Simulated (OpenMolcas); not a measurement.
## OpenMolcas input wanted

C2H6AlCl has 10 atoms, charge 0, and is taken as a singlet. As SMILES, `[CH3][Al]([CH3])[Cl]`. The coordinates come from a PBE0-D4/def2-TZVP relaxation.

```
atom    x (Å)    y (Å)    z (Å)
   C  -0.5177   1.3582  -0.9892
  Al  -0.2523  -0.4466  -0.3224
   C   0.7422  -0.9322   1.2735
  Cl  -1.1123  -2.0382  -1.4154
   H  -1.1214   1.3838  -1.8983
   H  -1.0102   1.9814  -0.2354
   H   0.4438   1.8356  -1.2060
   H   0.1024  -1.4712   1.9793
   H   1.1587  -0.0633   1.7888
   H   1.5669  -1.6075   1.0252
```

Settings wanted:

```yaml
method: DFT
reference: RKS
symmetry: none
basis_set: cc-pVDZ
task: gradient
functional: BHLYP
nucleus: point
integration_grid: UltraFine
SCF_convergence_threshold: 1e-10
```

Task: Give an OpenMolcas 26.06 job that does this.

Result: One that was run (others would do as well):

calc.inp:
```
>>> EXPORT MOLCAS_PRINT=2
&GATEWAY
BasLib=$CurrDir
Coord
10
angstrom
C       -0.517700       1.358200      -0.989200
Al      -0.252300      -0.446600      -0.322400
C        0.742200      -0.932200       1.273500
Cl      -1.112300      -2.038200      -1.415400
H       -1.121400       1.383800      -1.898300
H       -1.010200       1.981400      -0.235400
H        0.443800       1.835600      -1.206000
H        0.102400      -1.471200       1.979300
H        1.158700      -0.063300       1.788800
H        1.566900      -1.607500       1.025200
Basis=cc-pVDZ
Group=NoSym
&SEWARD
GridInput
Grid=UltraFine
End of Grid
&SCF
KSDFT=HYB_GGA_XC_BHANDHLYP
Thresholds=1e-10 1e-07 1e-07 1e-05
PrOrbitals=1 1
&ALASKA
```

```bash
$ export MOLCAS_MEM=1860
$ pymolcas calc.inp > calc.log
```

(Basis files named in the input come from the Basis Set Exchange and aren't shown.)

Calculated total energy: -782.49053 Eh, largest force 0.442 eV/Å.
